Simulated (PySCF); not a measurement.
HISSe. Atoms are numbered in the order given.

```xyz
4

Se    -0.7334    -0.1896     1.0069
I      1.1515     0.5380    -0.5599
S     -2.1557    -1.2252    -0.2718
H     -1.6050    -2.4629    -0.2102
```
Charge 0, spin multiplicity 1.

The structure is a stationary point at PBE0-D3(BJ)/def2-SVP. The def2 effective core potentials stand for the cores of I; spin–orbit coupling is left out. One conformer was computed; it need not be the lowest.

Level of theory: PySCF with B3LYP/def2-TZVPD.

Mulliken values depend strongly on the basis, most of all with diffuse functions as here. ESP charges are fitted to the potential on shells at 1.4 to 2.0 van der Waals radii. Atomic charges (e):

```tsv
atom	Mulliken	ESP fit
Se1	0.08	(withheld)
I2	-0.04	(withheld)
S3	-0.22	(withheld)
H4	0.18	(withheld)
```

Q: What belongs in the gaps? (The exact figures need the calculation; the answer reports its results.)

A: 
- Se1, ESP fit: 0.02
- I2, ESP fit: -0.06
- S3, ESP fit: -0.11
- H4, ESP fit: 0.15
